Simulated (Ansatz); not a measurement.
Isolated molecules relaxed with PBE0-D4/def2-TZVP in Ansatz; ΔE leaves out vibrations. CCSD(T)/CBS is the MP2 limit (def2-TZVPP, def2-QZVPP) plus CCSD(T) − MP2 in def2-TZVPP, frozen cores. DFT in def2-TZVPP. Elements past krypton have def2 core potentials. For Sn outer-core shells are correlated without core-valence functions, which leaves a few kJ/mol of doubt a bond. One conformer a species, not always the lowest.

Consider the redistribution: `F[C](F)(F)[SnH3]` + `F[SiH2]B[SiH3]` → `F[SiH2][BH][SnH3]` + `FC(F)(F)[SiH3]`.

CCSD(T)/CBS gives -26.0 kJ/mol.

(1) Another level gave -22.2 kJ/mol. Which?
A. BLYP-D4/def2-TZVPP
B. r2SCAN0-D4/def2-TZVPP
C. B97M-V/def2-TZVPP
D. SCS-MP2/def2-TZVPP

Largest T1 diagnostic among the species: 0.014.

## Answers

(1) B. r2SCAN0-D4 -22.2, BLYP-D4 -16.5, B97M-V -11.1, SCS-MP2/def2-TZVPP -27.8 kJ/mol.

From PBE to PBE0 (25 % exact exchange), in def2-TZVPP and without D4, ΔE moves by −4.0 kJ/mol. Leaving LDA and LC-ωPBE aside and taking each functional with its dispersion term where it has one, the values, not all of them listed here, spread over 13.8 kJ/mol, from BHLYP-D4 to B97M-V. LDA lies −3.2 kJ/mol from PBE without D4.
